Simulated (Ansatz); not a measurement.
Geometry optimisation, Ansatz, RKS PBE/def2-SVP.

Input file:

```yaml
crystal:
  periodic: [false, false, false]
  atoms:
    - { symbol: B, position_ang: [-0.510449, 0.421845, -0.349401] }
    - { symbol: H, position_ang: [0.30748, -1.647706, 0.69576] }
    - { symbol: Cl, position_ang: [-0.181153, -0.147917, -1.991026] }
    - { symbol: Cl, position_ang: [-2.103654, 0.266619, 0.359941] }
    - { symbol: H, position_ang: [0.674972, -1.115678, 0.977684] }
    - { symbol: O, position_ang: [0.493751, 1.084617, 0.412649] }
    - { symbol: H, position_ang: [1.319054, 1.13832, -0.105607] }
basis:
  gaussian: { orbitals: def2-SVP }
hamiltonian:
  xc: pbe
relax:
  f_tol: 0.03
  max_steps: 50
output:
  orbitals: {}
```

Command:

```bash
$ ansatz run input.yaml --threads 2 --pin off --max-ram 3072MiB --backend cpu --events-out ev --progress --plain --runs-dir out
```

Question: Where does it end, and by what steps?

Answer: It converged. After 6 steps the energy has fallen by 0.300 eV; H2 moved furthest, 0.67 Å.

```json
{"step": "0", "energy less start (eV)": "0.0000", "largest force component (eV/Å)": "2.165", "accepted": "yes"}
{"step": "1", "energy less start (eV)": "-0.2127", "largest force component (eV/Å)": "0.908", "accepted": "yes"}
{"step": "2", "energy less start (eV)": "-0.2322", "largest force component (eV/Å)": "0.896", "accepted": "yes"}
{"step": "3", "energy less start (eV)": "-0.2849", "largest force component (eV/Å)": "0.516", "accepted": "yes"}
{"step": "4", "energy less start (eV)": "-0.2973", "largest force component (eV/Å)": "0.182", "accepted": "yes"}
{"step": "5", "energy less start (eV)": "-0.2990", "largest force component (eV/Å)": "0.031", "accepted": "yes"}
{"step": "6", "energy less start (eV)": "-0.2995", "largest force component (eV/Å)": "0.026", "accepted": "yes"}
```

```xyz
7
Properties=species:S:1:pos:R:3
B -0.583 0.667 -0.464
H 0.589 -2.202 0.948
Cl -0.266 0.058 -2.104
Cl -2.195 0.530 0.228
H 0.822 -1.567 1.312
O 0.391 1.241 0.278
H 1.242 1.273 -0.198
```

Run time: 4.7 s on 2 threads of Intel(R) Xeon(R) 6975P-C (Granite Rapids), on a shared host, peak memory 0.16 GiB.
